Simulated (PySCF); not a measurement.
Start geometry of `CO[C@@H]1CC[Se]1` from GFN2-xTB (Å):
```
atom  x, y, z in Å
C1    -2.368    0.004    0.242
O2    -1.119    0.570    0.557
C3    -0.061   -0.230    0.250
C4     1.297    0.416    0.491
C5     2.011   -0.034   -0.780
Se6    0.334   -0.461   -1.750
H7    -3.125    0.742    0.494
H8    -2.539   -0.919    0.808
H9    -2.412   -0.225   -0.833
H10   -0.159   -1.245    0.660
H11    1.779    0.106    1.419
H12    1.162    1.497    0.508
H13    2.605    0.725   -1.284
H14    2.594   -0.945   -0.652
```

**Question.** What comes out of this run: PySCF 2.14.0, PBE0-D3(BJ)/def2-SVP geometry optimisation, gas phase?

**Answer.** 
```
atom  x, y, z in Å
C1    -2.2646    0.1759    0.3104
O2    -1.0051    0.6930    0.6252
C3     0.0340   -0.1272    0.2915
C4     1.3957    0.4990    0.5538
C5     2.1435    0.0419   -0.7001
Se6    0.4723   -0.3507   -1.6771
H7    -3.0184    0.9024    0.6400
H8    -2.4497   -0.7918    0.8140
H9    -2.3678    0.0263   -0.7821
H10   -0.0950   -1.1423    0.7119
H11    1.8551    0.2179    1.5155
H12    1.2523    1.5891    0.5439
H13    2.7731    0.7990   -1.1851
H14    2.7245   -0.8797   -0.5591
```

The energy falls by 0.76 kcal/mol over 5 energy and gradient evaluations, the largest force component goes from 0.0132 to 3.6e-04 Eh/bohr, and the atoms move by 0.051 Å rms after alignment. The bond that changes most is C3–Se6 (ends: sp3 carbon bound to oxygen; selenium bonded to 2 C), which shortens by 0.023 Å. Bonds longer at the end by more than 0.005 Å: 8 of 14; shorter: 3. Among the angles that change most is O2–C3–Se6, from 115.8° to 117.9°. Rotational constants go from 3700, 1908, 1328 to 3786, 1876, 1323 MHz. The orientation of the end geometry is arbitrary; only internal coordinates are fixed.

The run used 142 basis functions and 34 SCF cycles in all. Time: 33 s. Hardware: one thread of an x86-64 server (shared host).

Not checked by PBE0-D3(BJ)/def2-SVP frequencies. The numbers are those of one conformer.
